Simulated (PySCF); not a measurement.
singlet methylene (CH$_{2}$), singlet, at a GFN2-xTB geometry; M06/def2-TZVP (PySCF).

Input for PySCF:
```python
from pyscf import gto, scf, dft

mol = gto.M(
    atom='''
C     0.00403916    0.00124078    0.16463541
H     0.00029648    0.87790816   -0.50085524
H    -0.02453143   -0.88535285   -0.48695721
''',
    basis='def2-tzvp',
    verbose=4,
)

mf = dft.RKS(mol)
mf.xc = 'm06'
mf.grids.radi_method = dft.radi.mura_knowles
mf.kernel()
mf.analyze()
```

What the program printed (banner, timings and long lists left out):

```
PySCF version 2.14.0

[INPUT] verbose = 4
[INPUT] num. atoms = 3
[INPUT] num. electrons = 8
[INPUT] charge = 0
[INPUT] spin (= nelec alpha-beta = 2S) = 0
[INPUT] symmetry False subgroup None
[INPUT] Mole.unit = angstrom
[INPUT] Symbol           X                Y                Z      unit          X                Y                Z       unit  Magmom
[INPUT]  1 C      0.004039160000   0.001240780000   0.164635410000 AA    0.007632906173   0.002344734381   0.311115835305 Bohr   0.0
[INPUT]  2 H      0.000296480000   0.877908160000  -0.500855240000 AA    0.000560266001   1.659005984921  -0.946479231653 Bohr   0.0
[INPUT]  3 H     -0.024531430000  -0.885352850000  -0.486957210000 AA   -0.046357684144  -1.673074410103  -0.920215761282 Bohr   0.0

nuclear repulsion = 6.06948998566035
number of shells = 19
number of NR pGTOs = 62
number of NR cGTOs = 43
basis = def2-tzvp
ecp = {}

******** <class 'pyscf.dft.rks.RKS'> ********
method = RKS
initial guess = minao
damping factor = 0
level_shift factor = 0
DIIS = <class 'pyscf.scf.diis.CDIIS'>
diis_start_cycle = 1
diis_space = 8
diis_damp = 0
SCF conv_tol = 1e-09
SCF conv_tol_grad = None
SCF max_cycles = 50
direct_scf = True
direct_scf_tol = 1e-13
XC library pyscf.dft.libxc version 7.1.2
    S. Lehtola, C. Steigemann, M. J. T. Oliveira, and M. A. L. Marques,  SoftwareX 7, 1–5 (2018)
XC functionals = m06
    Y. Zhao and D. G. Truhlar,  Theor. Chem. Acc. 120, 215 (2008)
    Y. Zhao and D. G. Truhlar,  Theor. Chem. Acc. 120, 215 (2008)
radial grids: Mura-Knowles [JCP 104, 9848 (1996); DOI:10.1063/1.471749] log3 quadrature radial grids
becke partition: Becke, JCP 88, 2547 (1988); DOI:10.1063/1.454033
pruning grids: <function nwchem_prune>
grids dens level: 3
symmetrized grids: False
atomic radii adjust function: <function treutler_atomic_radii_adjust>
small_rho_cutoff = 0
Set gradient conv threshold to 3.16228e-05
Initial guess from minao.
tot grids = 32224
init E= -38.9693891290897
  HOMO = -0.249485043814836  LUMO = -0.17637318978505  gap/eV = 1.98947
cycle= 1 E= -39.1113718904011  delta_E= -0.142  |g|= 0.123  |ddm|= 1.05
  HOMO = -0.24863934872263  LUMO = -0.117551284025527  gap/eV = 3.56709
cycle= 2 E= -39.115186269798  delta_E= -0.00381  |g|= 0.043  |ddm|= 0.168
  HOMO = -0.265929882410237  LUMO = -0.125985909808897  gap/eV = 3.80807
cycle= 3 E= -39.1156370670889  delta_E= -0.000451  |g|= 0.0194  |ddm|= 0.058
  HOMO = -0.261414529087627  LUMO = -0.121573950122983  gap/eV = 3.80526
cycle= 4 E= -39.1157362993719  delta_E= -9.92e-05  |g|= 0.00325  |ddm|= 0.02
  HOMO = -0.26239667348225  LUMO = -0.122576941522841  gap/eV = 3.80469
cycle= 5 E= -39.1157395393474  delta_E= -3.24e-06  |g|= 0.000392  |ddm|= 0.00451
  HOMO = -0.26230133848453  LUMO = -0.122477892441594  gap/eV = 3.80479
cycle= 6 E= -39.1157395949131  delta_E= -5.56e-08  |g|= 2.91e-05  |ddm|= 0.000919
  HOMO = -0.262300199773382  LUMO = -0.122477042637719  gap/eV = 3.80478
cycle= 7 E= -39.1157395953968  delta_E= -4.84e-10  |g|= 4.23e-06  |ddm|= 0.00013
  HOMO = -0.262298939324083  LUMO = -0.122475462790025  gap/eV = 3.80479
Extra cycle  E= -39.1157395954007  delta_E= -3.88e-12  |g|= 2.46e-06  |ddm|= 7.06e-06
converged SCF energy = -39.1157395954007
**** SCF Summaries ****
Total Energy =                         -39.115739595400726
Nuclear Repulsion Energy =               6.069489985660354
One-electron Energy =                  -63.712807126623780
Two-electron Energy =                   18.527577545562700
Two-electron Coulomb Energy =           24.544381927185370
DFT Exchange-Correlation Energy =       -6.016804381622672
HOMO-LUMO gap [eV] =                     3.804790594626670
**** MO energy ****
MO #1   energy= -10.3062513886616  occ= 2
MO #2   energy= -0.680115929919211 occ= 2
MO #3   energy= -0.431334313672707 occ= 2
MO #4   energy= -0.262298939324083 occ= 2
MO #5   energy= -0.122475462790025 occ= 0
MO #6   energy= 0.0609668769310936 occ= 0
MO #7   energy= 0.106114127531136  occ= 0
MO #8   energy= 0.213447431995067  occ= 0
MO #9   energy= 0.222275898770268  occ= 0
MO #10  energy= 0.232715055815648  occ= 0
MO #11  energy= 0.23757146378763   occ= 0
MO #12  energy= 0.409676263924468  occ= 0
 ** Mulliken pop on meta-lowdin orthogonal AOs  **
 ** Mulliken pop  **
 ** Mulliken atomic charges  **
charge of    0C =     -0.24221
charge of    1H =      0.12109
charge of    2H =      0.12112
Dipole moment(X, Y, Z, Debye): -0.04540, -0.01410, -1.85094
```
